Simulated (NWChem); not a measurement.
# MgH₂SeS; SMILES [SH][Mg][SeH]

```xyz
5

Mg     0.0056     0.7170     0.0097
S      0.0266     3.0364     0.0488
H     -0.2349     3.1073    -1.2890
Se     0.0347    -1.7231     0.0045
H     -1.4361    -1.7076     0.2377
```
Atoms are numbered in this order, from 1.

All runs: NWChem. Structure relaxed at the PBE-D3(BJ)/def2-SVP level.

### Question
Among these, which level gives the highest value of “dipole (D)”?
A) PBE0/cc-pVDZ
B) PBE0/aug-cc-pVTZ
C) PBE0/aug-cc-pVDZ
D) PBE0/cc-pVTZ

### Answer
A, PBE0/cc-pVDZ. Values: PBE0/aug-cc-pVTZ 0.75; PBE0/aug-cc-pVDZ 0.78; PBE0/cc-pVTZ 0.83; PBE0/cc-pVDZ 1.02
